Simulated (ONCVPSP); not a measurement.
Debugging a pseudopotential input (Zn (Z = 30), ONCVPSP 4.0.1)

Command:

```bash
oncvpsp.x < Zn.dat > Zn.out
```

Input:

```
# ATOM AND REFERENCE CONFIGURATION
# atsym  z   nc   nv     iexc    psfile
  Zn 30.00    3    4        4      upf
#
#   n    l    f
    1    0    2.00
    2    0    2.00
    2    1    6.00
    3    0    2.00
    3    1    6.00
    3    2   10.00
    4    0    2.00
#
# PSEUDOPOTENTIAL AND OPTIMIZATION
# lmax
    2
#
#   l,   rc,      ep,       ncon, nbas, qcut
    0    1.30    0.00    5    8    8.90
    1    0.65    0.00    4    7   15.00
    2    0.95    0.00    4    9   14.00
#
# LOCAL POTENTIAL
# lloc, lpopt,  rc(5),   dvloc0
    4    5    0.65    6.00
#
# VANDERBILT-KLEINMAN-BYLANDER PROJECTORs
# l, nproj, debl
    0    2    2.40
    1    6    0.50
    2    3    1.70
#
# MODEL CORE CHARGE
# icmod, fcfact, rcfact
    3    5.75    1.55
#
# LOG DERIVATIVE ANALYSIS
# epsh1, epsh2, depsh
   -6.00    5.00    0.04
#
# OUTPUT GRID
# rlmax, drl
    6.00    0.01
#
# TEST CONFIGURATIONS
# ncnf
    4
# nvcnf
#   n    l    f
    4
    3    0    2.00
    3    1    6.00
    3    2   10.00
    4    0    1.00
#
    4
    3    0    2.00
    3    1    6.00
    3    2   10.00
    4    0    0.00
#
    4
    3    0    2.00
    3    1    6.00
    3    2    9.00
    4    0    0.00
#
    5
    3    0    2.00
    3    1    6.00
    3    2   10.00
    4    0    0.00
    4    1    2.00
#
```

This is an input that runs to its end, with one change: nproj of l = 1 set to 6.

Task: How does the run end?

Result: The program refuses the input: "test_data: must have nproj in [1,5] (0 OK lloc=4 or 1)".

```
ONCVPSP  (Optimized Norm-Conservinng Vanderbilt PSeudopotential)
scalar-relativistic version 4.0.1

test_data: must have nproj in [1,5] (0 OK lloc=4 or   1)
ERROR: test_data found   1 ERROR; stopping
```
